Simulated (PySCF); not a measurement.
An equivalent PySCF input for Sb(3+) (antimony, charge +3), [Kr] 4d10 5s2, closed-shell 1S, with scalar relativity through the core potential:

```python
from pyscf import gto, scf, dft, mp, cc
import basis_set_exchange as bse
txt = bse.get_basis("aug-cc-pVTZ-PP", elements=["Sb"], fmt="nwchem", header=False, augment_diffuse=1)
cut = txt.index("\nECP")
mol = gto.M(atom="Sb 0 0 0", charge=3, spin=0, symmetry="D2h",
            basis=gto.basis.parse(txt[:cut]),
            ecp={"Sb": gto.basis.parse_ecp(txt[cut:])})
mf = dft.UKS(mol, xc="BLYP")
mf.irrep_nelec = {'Ag': (4, 4), 'B1g': (1, 1), 'B2g': (1, 1), 'B3g': (1, 1), 'B1u': (1, 1), 'B2u': (1, 1), 'B3u': (1, 1)}
mf.kernel()
```

It reaches the same state as the run whose output follows, with an energy that differs only through the grid. The run itself started from symmetry-adapted Hartree-Fock orbitals and held the occupation by maximum overlap, on a logarithmic radial grid, so the iterations belong to that start.

```
SCF conv_tol = 1e-09
number electrons alpha = 10  beta = 10
XC functionals = BLYP
    A. D. Becke.,  Phys. Rev. A 38, 3098 (1988)
    C. Lee, W. Yang, and R. G. Parr.,  Phys. Rev. B 37, 785 (1988)
    B. Miehlich, A. Savin, H. Stoll, and H. Preuss.,  Chem. Phys. Lett. 157, 200 (1989)
cycle= 1 E= -238.337598131512  delta_E= -0.00675  |g|= 0.0387  |ddm|= 0.854
cycle= 2 E= -238.337796284245  delta_E= -0.000198  |g|= 0.024  |ddm|= 0.105
cycle= 3 E= -238.33793277945  delta_E= -0.000136  |g|= 0.000366  |ddm|= 0.0512
cycle= 4 E= -238.337932820184  delta_E= -4.07e-08  |g|= 6.52e-07  |ddm|= 0.00147
cycle= 5 E= -238.337932820185  delta_E= -1.19e-12  |g|= 4.98e-09  |ddm|= 7.92e-07
converged SCF energy = -238.337932820185  <S^2> = -1.0658141e-14  2S+1 = 1
```

Energies and moments cover only the electrons outside the core potential.
